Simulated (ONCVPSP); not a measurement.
Varying the ONCV potential for Se

Base potential:

ONCVPSP 4.0.1 input, shortened (lines: element, Z, core and valence counts, functional; n l f; lmax; l rc ep ncon nbas qcut; lloc lpopt rc5 dvloc0; l nproj debl; icmod fcfact rcfact), PBE, scalar-relativistic:

```
  Se 34.00    5    3        4      upf
    1    0    2.00
    2    0    2.00
    2    1    6.00
    3    0    2.00
    3    1    6.00
    3    2   10.00
    4    0    2.00
    4    1    3.75
    2
    0    1.40    0.00    4    9    4.20
    1    1.90    0.00    4    9    5.00
    2    0.65    0.00    5    9   22.40
    2    5    0.65    0.00
    0    1    3.40
    1    2    0.40
    2    0    2.80
    2    0.20    1.00
```

Cutoffs, loose and tight: the cutoffs (Ha) at which the residual kinetic energy of the hardest occupied pseudo-wave falls to 1 and 0.1 mHa per electron. They do not see the model core or the augmentation charge, which bear on the density cutoff. Test errors are all-electron minus pseudo excitation energies from the reference, over the configurations 3d10 4s2 4p4; 3d10 4s2 4p3; 3d10 4s2 4p2; 3d9 4s2 4p5. A dash means not determined; rows that change the core or the reference have their own tests. The largest error is taken over the tests solved by every variant that gives reliable tests at all: 3d10 4s2 4p2; 3d10 4s2 4p3; 3d10 4s2 4p4.

A true bound ghost makes a file unfit for plane-wave use even where its test errors are small: the radial tests pick states by their node count and pass the ghost by.

```csv
change,outcome,"cutoff, loose","cutoff, tight",bound ghosts,GHOST(+) flags above zero,largest test error (meV)
base,generated,224 Ha,292 Ha,"s, p",none,+9.5
"all radii but the core radius scaled by about 0.79 (s 1.10, p 1.50, d 0.52 bohr)","failed: optimize: ERROR ps0norm > uunorm, code will stop",–,–,–,–,–
"all radii but the core radius scaled by about 0.90 (s 1.26, p 1.70, d 0.58 bohr)",generated,255 Ha,781 Ha,"s, p",none,+15
"all radii but the core radius scaled by about 0.96 (s 1.34, p 1.82, d 0.62 bohr)",generated,234 Ha,482 Ha,"s, p",none,+12
"all radii but the core radius scaled by about 1.05 (s 1.48, p 2.00, d 0.68 bohr)",generated,217 Ha,243 Ha,"s, p",none,+6.6
"all radii but the core radius scaled by about 1.20 (s 1.68, p 2.28, d 0.78 bohr)",generated,194 Ha,218 Ha,"s, p",s,-2.7
"all radii but the core radius scaled by about 1.30 (s 1.82, p 2.48, d 0.84 bohr)",generated,182 Ha,205 Ha,"s, p",s,-7.8
```

Question: What comes out with this change to the base: all radii but the core radius scaled by about 1.14 (s 1.60, p 2.18, d 0.74 bohr)?

Answer: outcome: generated; cutoff, loose: 204 Ha; cutoff, tight: 226 Ha; bound ghosts: s, p; GHOST(+) flags above zero: s; largest test error (meV): -1.0.

Reading the sweep of the scale of all radii but the core radius (base = 1) (base included, trends over the rows without a ghost): Bound ghosts are found at 0.9, 0.96, 1, 1.05, 1.14, 1.2, 1.3. Every judged row has one, so this setting neither creates nor removes them. The generation fails at 0.79.
